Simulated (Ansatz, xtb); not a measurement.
Ranking isomers of FH6OSi2+

3 gas-phase structures of FH6OSi2+, found in a search over its isomers (lower ones may exist). Each was relaxed with GFN2-xTB:

A. `F[SiH2][OH+][SiH3]`, a singlet
B. a singlet given by its coordinates
C. `[OH2+][SiH2][SiH2]F`, a singlet

B (Å):

```tsv
atom	x (Å)	y (Å)	z (Å)
F	0.4697	-0.1725	0.0082
O	1.2226	-1.2280	2.4619
Si	1.0389	0.1798	-1.6031
Si	-0.1555	-0.7912	1.8417
H	1.9370	-0.8283	2.9598
H	-0.8148	-1.9760	1.3589
H	-0.2413	0.2598	-2.2804
H	-0.7254	0.4987	2.1513
H	1.7298	1.4226	-1.3172
H	1.8487	-1.0033	-1.8200
```

Close contacts (Å): F1–Si3 1.74, F1–Si4 2.03, O2–Si4 1.57, O2–H5 0.96, Si3–H7 1.45, Si3–H9 1.45, Si3–H10 1.45, Si4–H6 1.44, Si4–H8 1.44.

Problem. Estimate their order in r2SCAN-D4/def2-SVP energy at these geometries, lowest first.

Solution. Calculated order at r2SCAN-D4/def2-SVP: A (0.0), B (14.5), C (23.1) kcal/mol.

Energies above the lowest of each column, in kcal/mol; the last columns are at BLYP-D3(BJ)/def2-SVP geometries:

| structure | GFN2-xTB | HF/STO-3G | r2SCAN-D4/def2-SVP | BLYP-D3(BJ)/def2-SVP | CCSD(T)/def2-SVP + ΔMP2/def2-TZVPP |
| --- | --- | --- | --- | --- | --- |
| A | 0.0 | 0.0 | 0.0 | 0.0 | 0.0 |
| B | 6.8 | 39.6 | 14.5 | 9.1 | 11.1 |
| C | 41.9 | 33.0 | 23.1 | 21.0 | 26.5 |

Every level run on A puts it lowest or level with the lowest. Flexible structures stand in one conformer each, not always the lowest. ΔMP2 is the change of the MP2 energy from the smaller to the larger basis.

Programs: Ansatz 0.2.0, xtb 6.7.1.
